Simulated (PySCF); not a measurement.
C2H9N3Si, SMILES N(=C\C)/[SiH](N)N. Geometry: PBE-D3(BJ)/def2-SVP. The structure was generated by enumeration; whether it is a known compound was not checked. Other conformers were not sampled.

Computed equilibrium geometry at PBE-D3(BJ)/def2-SVP (PySCF confirms it by a frequency run) as a Z-matrix (one conformer of several):
```
N
C 1 1.2774
H 2 1.1281 1 122.55
C 2 1.5027 3 114.03 1 179.97
H 4 1.1063 2 110.50 3 179.79
H 4 1.1115 5 109.78 2 121.95
H 4 1.1117 5 109.72 6 116.17
Si 1 1.7765 2 121.95 3 1.09
N 8 1.7330 1 103.02 2 -131.46
H 9 1.0217 8 120.21 1 170.36
H 9 1.0221 10 111.56 8 144.93
N 8 1.7333 9 107.05 10 -66.82
H 12 1.0225 8 119.37 9 164.09
H 12 1.0234 13 111.16 8 -143.58
H 8 1.5178 9 118.58 10 50.51
```
